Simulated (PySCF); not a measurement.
SMILES S(/C=C\C#N)C (GFN2-xTB optimised geometry):

```
11

C      2.574    -1.158     0.000
S      0.753    -1.158     0.000
C      0.464     0.554     0.000
C     -0.751     1.122     0.000
C     -1.949     0.393     0.000
N     -2.941    -0.186     0.000
H      2.941    -0.672     0.899
H      2.940    -0.658    -0.891
H      2.882    -2.199    -0.008
H      1.356     1.162     0.000
H     -0.854     2.199    -0.001
```

Level of theory: PBE0/def2-TZVP (PySCF).

Problem. What are the frontier orbital energies and the dipole moment?

Solution. HOMO-2 -9.39 eV, HOMO-1 -9.13 eV, HOMO -6.80 eV, LUMO -1.48 eV, LUMO+1 0.00 eV; dipole moment 5.97 D.

Meta-Löwdin charges at PBE0/def2-TZVP: C1 -0.41, S2 0.19, C3 -0.17, C4 -0.20, C5 0.10, N6 -0.23, H7 0.14, H8 0.14, H9 0.15, H10 0.14, H11 0.16.
